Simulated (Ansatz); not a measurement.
This geometry of GaH3Si + H2 (7 atoms, charge 0, multiplicity 1) is a first-order saddle point.

Theory: RKS CAM-B3LYP-D4/def2-SVP in Ansatz.

```xyz
7
Properties=species:S:1:pos:R:3
Ga -1.188 -0.621 1.576
Si 0.652 0.397 -0.179
H -0.923 -0.602 -0.285
H -1.836 -1.166 -0.008
H 1.907 -0.200 0.366
H 0.615 1.841 0.200
H 0.773 0.352 -1.669
```

Task: Which two structures does it join? (They come from a converged band through this point; their orientation in space is the band's.)

Result: Bonds broken: Ga1–Si2, H3–H4. Bonds formed: Ga1–H4, Si2–H3. GaH3Si + H2 becomes GaH + H4Si.

Initial state:

```xyz
7
Properties=species:S:1:pos:R:3
Ga -0.900 -0.234 1.763
Si 0.871 0.597 0.057
H -1.653 -1.241 -0.698
H -2.199 -1.521 -0.238
H 2.201 -0.052 0.304
H 1.101 2.071 0.209
H 0.578 0.381 -1.397
```

Final state:

```xyz
7
Properties=species:S:1:pos:R:3
Ga -1.618 -0.883 1.794
Si 0.847 0.486 -0.471
H -0.417 -0.313 -0.413
H -2.570 -1.515 0.572
H 1.910 -0.228 0.283
H 0.605 1.822 0.132
H 1.242 0.633 -1.897
```

Task: How far does it lie above each of them?

Result: 0.65 eV above the first and 0.86 eV above the second. This is the barrier of this one path; another mechanism may lie lower. The orbitals stay closed-shell, which can raise the energy where a bond breaks towards radicals; this wasn't checked here.

Run time: 95 s on 2 threads of Arm Neoverse V1 (shared host), peak memory 0.19 GiB.
